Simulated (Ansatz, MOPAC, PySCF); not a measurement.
Dimer: H2O (SMILES O) (first 3 atoms) with SO2 (SMILES O=S=O); geometry from B3LYP-D3(BJ)/def2-TZVP, rigid monomers moved along the line of their centres of mass till O1···S5 is 3.11 Å.
(charge 0, multiplicity 1):
```xyz
6

O      0.5057    -0.0902     0.6105
H      0.6067     0.8503     0.4224
H     -0.3627    -0.3346     0.2694
O     -1.2588    -0.6379     3.5747
S      0.0935    -0.1552     3.6955
O      0.2933     1.2661     3.8231
```

Counterpoise-corrected where a basis set is named; no monomer relaxation. Rows marked so take none.

Correlated levels freeze the cores. CBS(a, b) extrapolates the correlation energy as X⁻³ and adds the Hartree–Fock energy of set b. Rows in 3-21G, 6-31G* carry no dispersion term and start afresh at each structure (6-31G* with six Cartesian d functions). MP2/6-31G* freezes PySCF's default core. The state that PM7 reach isn't checked; PM7 holds dispersion and hydrogen-bond terms.

The values were computed with Ansatz (Gaussian basis) for Hartree–Fock, density functionals and correlated methods; MOPAC for PM7 (differences of heats of formation); PySCF for 3-21G rows, 6-31G* rows, the dispersion terms. Each number belongs to the level named beside it.

Other levels give for the interaction energy: PBE/def2-TZVPPD -14.5; B3LYP/def2-TZVPPD -12.9; B3LYP-D3(BJ)/def2-TZVPPD -17.8; wB97M-V/def2-TZVPPD -17.7; MP2/CBS(aug-cc-pV(D+d)Z, aug-cc-pV(T+d)Z) + ΔCCSD(T)/aug-cc-pV(D+d)Z -16.1 kJ/mol.

Common cheap choices:

```tsv
level	interaction energy (kJ/mol)
PM7	-12.1
HF/3-21G (no counterpoise)	-37.0
HF/6-31G*	-18.7
HF/6-31G* (no counterpoise)	-23.6
BP86/6-31G* (no counterpoise)	-21.8
B3LYP/6-31G*	-15.8
M06-2X/6-31G* (no counterpoise)	-27.3
MP2/6-31G* (no counterpoise)	-23.3
```

Ansatz is a program for electronic structure.
